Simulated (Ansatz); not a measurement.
`CCC(N)F` + `C[NH][AlH][F]` → `C[N](C)[AlH][F]` + `CC(N)F`  (substitution at a C–C bond)

Computed with Ansatz on PBE0-D4/def2-TZVP structures; ΔE is electronic, products minus reactants. CCSD(T)/CBS adds triple-zeta CCSD(T) − MP2 to the extrapolated MP2 energy (def2 sets, frozen cores). DFT in def2-TZVPP. Each species was taken in one conformer, which may not be the lowest.

| species | ωB97X-V energy (Eh) |
| --- | --- |
| `CCC(N)F` | -273.77094 |
| `C[NH][AlH][F]` | -438.22909 |
| `C[N](C)[AlH][F]` | -477.53687 |
| `CC(N)F` | -234.45316 |

Q: Work out ΔE.

A: ΔE = (-477.53687) + (-234.45316) − (-273.77094) − (-438.22909) = 0.01000 Eh = +26.3 kJ/mol. CCSD(T)/CBS gives +28.3 kJ/mol.

Largest T1 diagnostic among the species: 0.012.
